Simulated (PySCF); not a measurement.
C3H10NOSi2 (doublet state).
Numbering: `[CH3:1][C@@H:2]1[CH2:3][Si@H:4]([NH:5][SiH2:6])[O:7]1` (hydrogens: H8, H9, H10 on C1; H11 on C2; H12, H13 on C3; H14 on Si4; H15 on N5; H16, H17 on Si6)

Cartesian coordinates in Å at the GFN2-xTB level; atoms count from 1:
```
atom  x, y, z in Å
C1    -1.657    1.252    0.369
C2    -1.492   -0.091   -0.311
C3    -0.868   -1.182    0.563
Si4    0.488   -1.188   -0.775
N5     2.063   -0.601   -0.421
Si6    2.459    0.990    0.166
O7    -0.505   -0.005   -1.353
H8    -1.959    2.003   -0.357
H9    -2.415    1.183    1.147
H10   -0.710    1.554    0.812
H11   -2.434   -0.405   -0.772
H12   -1.486   -2.068    0.662
H13   -0.601   -0.826    1.554
H14    0.578   -2.360   -1.638
H15    2.801   -1.282   -0.440
H16    3.919    1.047    0.186
H17    1.811    1.992   -0.666
```

The hyperfine couplings belong to this conformer and change with its torsions.

Method used: PySCF 2.14.0, UKS B3LYP, pcH-1 on C H N O Si, non-relativistic, mean-field spin-orbit, GIAO. The structure is a single GFN2-xTB conformer in the gas phase; no vibrational or solvent corrections. Couplings are sensitive to structure, and on GFN2-xTB geometries they can be far from those on DFT ones, by a factor of two or more for some ions and for spin on atoms past the first row. No stability test was run, so a lower SCF solution isn't excluded.

(1) The isotropic 29Si couplings are -507.7, +3.7 MHz. Assign them to Si4; Si6.

## Answers

(1) 
```json
{"site": "Si4", "a_iso (MHz)": "+3.7", "ρ(0) (bohr⁻³)": "-0.0042", "position": "2 bonds from Si6", "distance from Si6 (Å)": "3.08", "spin population": "-0.01", "largest |T| (MHz)": "0.9"}
{"site": "Si6", "a_iso (MHz)": "-507.7", "ρ(0) (bohr⁻³)": "+0.5724", "position": "largest spin population", "distance from Si6 (Å)": "0.00", "spin population": "+0.84", "largest |T| (MHz)": "151.6"}
```

ρ(0) is the spin density at the nucleus and T the dipolar tensor; a_iso includes a spin–orbit part; entries for several nuclei are means. Largest spin populations (Mulliken): Si6 (+0.84) and N5 (+0.09). Si6 is the only atom above +0.15. The angles at Si6 add up to 330.3°, so it is pyramidal.

Class means assume fast exchange of nuclei equivalent by connectivity; if that motion is slow, each nucleus keeps its own coupling. The 1H value of +85.0 MHz is a mean of couplings from 60.1 to 109.9 MHz in this one geometry, not an average over conformers.
